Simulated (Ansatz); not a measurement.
Mulliken charges of CH6ClSbSi (`C[SiH](Cl)[SbH2]`) from PBE/def2-TZVPP in Ansatz (PBE0-D4/def2-TZVP geometry).

| atom | x (Å) | y (Å) | z (Å) | charge (e) |
| --- | --- | --- | --- | --- |
| C1 | -0.897 | -0.188 | -1.023 | -0.352 |
| Si2 | 0.128 | -0.788 | 0.410 | 0.267 |
| Cl3 | 1.490 | -2.183 | -0.288 | -0.238 |
| Sb4 | 1.475 | 1.046 | 1.611 | 0.205 |
| H5 | -1.412 | -1.026 | -1.499 | 0.117 |
| H6 | -1.642 | 0.530 | -0.671 | 0.112 |
| H7 | -0.267 | 0.304 | -1.766 | 0.116 |
| H8 | -0.723 | -1.492 | 1.405 | -0.066 |
| H9 | 0.061 | 2.004 | 1.724 | -0.084 |
| H10 | 1.870 | 1.742 | 0.101 | -0.078 |

Task: By hand: the dipole of these point charges (1 e Å = 4.8032 D).

Result: Σ q r = (-0.186, 0.359, 0.168) e Å, of length 0.438 e Å = 2.10 D.

Task: How does the dipole of the full density compare? (Best estimate.)

Result: Ansatz gave: (-0.237, 0.200, -0.025) e Å, 1.49 D; the point charges give 1.41 times that, at 35° from its direction.

Point charges leave out the atoms' own dipoles, such as those of lone pairs, and Mulliken's split depends on the basis, so the two needn't agree.
